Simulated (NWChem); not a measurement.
System: CH$_{4}$NO cation; SMILES [OH+]=CN

Output (shortened):

```
             Northwest Computational Chemistry Package (NWChem) 7.3.0
             --------------------------------------------------------

 CS  symmetry detected

                             Geometry "geometry" -> ""
                             -------------------------

 Output coordinates in angstroms (scale by  1.889725989 to convert to a.u.)

  No.       Tag          Charge          X              Y              Z
 ---- ---------------- ---------- -------------- -------------- --------------
    1 N                    7.0000     0.17271065    -1.11262398     0.00000000
    2 C                    6.0000    -0.42843014     0.03617515     0.00000000
    3 O                    8.0000     0.12271422     1.18680234     0.00000000
    4 H                    1.0000     1.18777873    -1.22120165     0.00000000
    5 H                    1.0000    -0.37864271    -1.97076078     0.00000000
    6 H                    1.0000    -1.52607785     0.06089638     0.00000000
    7 H                    1.0000     1.09683438     1.20796429     0.00000000

 Effective nuclear repulsion energy (a.u.)      78.8058911457

      Symmetry information
      --------------------

 Group name             Cs
 Group number              2
 Group order               2
 No. of unique centers     7

                                 NWChem DFT Module
                                 -----------------

 Summary of "ao basis" -> "ao basis" (spherical)
 ------------------------------------------------------------------------------
       Tag                 Description            Shells   Functions and Types
 ---------------- ------------------------------  ------  ---------------------
 N                         def2-tzvp                11       31   5s3p2d1f
 C                         def2-tzvp                11       31   5s3p2d1f
 O                         def2-tzvp                11       31   5s3p2d1f
 H                         def2-tzvp                 4        6   3s1p

      Symmetry analysis of basis
      --------------------------

        a'         83
        a"         34

            General Information
            -------------------
          SCF calculation type: DFT
          Wavefunction type:  closed shell.
          No. of atoms     :     7
          No. of electrons :    24
           Alpha electrons :    12
            Beta electrons :    12
          Charge           :     1
          Spin multiplicity:     1
          Use of symmetry is: on ; symmetry adaption is: on
          Maximum number of iterations: 150
          AO basis - number of functions:   117
                     number of shells:    49
          Convergence on energy requested:  1.00D-06
          Convergence on density requested:  1.00D-05
          Convergence on gradient requested:  5.00D-04

              XC Information
              --------------
                    Becke 1988 Exchange Functional  1.000
              Lee-Yang-Parr Correlation Functional  1.000

             Grid Information
             ----------------
          Grid used for XC integration:  medium
          Radial quadrature: Mura-Knowles
          Angular quadrature: Lebedev.
          Tag              B.-S. Rad. Rad. Pts. Rad. Cut. Ang. Pts.
          ---              ---------- --------- --------- ---------
          N                   0.65       49           8.0       434
          C                   0.70       49           8.0       434
          O                   0.60       49          10.0       434
          H                   0.35       45          10.0       434
          Grid pruning is: on
          Number of quadrature shells:   327
          Spatial weights used:  Erf1

      Superposition of Atomic Density Guess
      -------------------------------------

 Sum of atomic energies:        -168.76642407

 Renormalizing density from      25.00 to     24

      Non-variational initial energy
      ------------------------------

 Total energy =    -165.756998
 1-e energy   =    -369.347227
 2-e energy   =     124.784337
 HOMO         =      -0.795682
 LUMO         =      -0.372277

      Symmetry analysis of molecular orbitals - initial
      -------------------------------------------------

  Numbering of irreducible representations:

     1 a'          2 a"

  Orbital symmetries:

     1 a'          2 a'          3 a'          4 a'          5 a'
     6 a'          7 a'          8 a'          9 a"         10 a'
    11 a'         12 a"         13 a"         14 a'         15 a'
    16 a'         17 a'         18 a'         19 a'         20 a"
    21 a'         22 a'

     ---------------------------------------------
      Total Density - Mulliken Population Analysis
     ---------------------------------------------

    Atom       Charge   Shell Charges
 -----------   ------   -------------------------------------------------------
    1 N    7     7.64   0.82  1.15  0.62  0.77  0.15  1.78  1.82  0.49  0.01  0.02  0.00
    2 C    6     5.47   0.86  1.12  0.60  0.55  0.09  1.08  0.87  0.13  0.05  0.11  0.02
    3 O    8     8.64   0.80  1.18  0.65  0.93  0.22  2.21  2.12  0.52  0.00  0.02  0.00
    4 H    1     0.56   0.20  0.29  0.05  0.03
    5 H    1     0.54   0.19  0.28  0.04  0.03
    6 H    1     0.69   0.22  0.39  0.06  0.02
    7 H    1     0.45   0.17  0.21  0.04  0.04

[...]
```

Level: BLYP/def2-TZVP. The geometry was optimised at PBE0/def2-SVP.

Task: Reconstruct the input file.

Result: Several could match; the one computed here: the input that was run:
```
start job
memory heap 200 mb stack 900 mb global 1100 mb
charge 1
geometry units angstroms noautoz
  N      0.180380    -1.106426     0.000000
  C     -0.426284     0.039466     0.000000
  O      0.119315     1.192733     0.000000
  H      1.195959    -1.210116     0.000000
  H     -0.366836    -1.967207     0.000000
  H     -1.524038     0.058903     0.000000
  H      1.093322     1.218584     0.000000
end
basis spherical
  * library def2-tzvp
end
dft
  xc becke88 lyp
  iterations 150
  mulliken
end
task dft energy
```
